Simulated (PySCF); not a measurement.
C2H6BFS, SMILES FB(C)SC.

The structure is a stationary point at PBE0-D3(BJ)/def2-SVP. The values are those of a single conformer.

Level of theory: M06-2X/def2-TZVP (PySCF).

Symmetry labels are those of the subgroup Cs that the program uses (full group Cs).

Q: List the valence orbital energies around the gap with their symmetry. (The exact figures need the calculation; the answer reports its results.)

A: 
```json
[
 {"orbital": "HOMO−7", "symmetry": "A'", "energy (eV)": "-14.25"},
 {"orbital": "HOMO−6", "symmetry": "A\"", "energy (eV)": "-13.73"},
 {"orbital": "HOMO−5", "symmetry": "A\"", "energy (eV)": "-12.72"},
 {"orbital": "HOMO−4", "symmetry": "A'", "energy (eV)": "-12.56"},
 {"orbital": "HOMO−3", "symmetry": "A'", "energy (eV)": "-12.52"},
 {"orbital": "HOMO−2", "symmetry": "A'", "energy (eV)": "-11.62"},
 {"orbital": "HOMO−1", "symmetry": "A'", "energy (eV)": "-9.65"},
 {"orbital": "HOMO", "symmetry": "A\"", "energy (eV)": "-8.58"},
 {"orbital": "LUMO", "symmetry": "A\"", "energy (eV)": "0.74"},
 {"orbital": "LUMO+1", "symmetry": "A'", "energy (eV)": "1.15"},
 {"orbital": "LUMO+2", "symmetry": "A'", "energy (eV)": "1.70"},
 {"orbital": "LUMO+3", "symmetry": "A'", "energy (eV)": "2.86"}
]
```
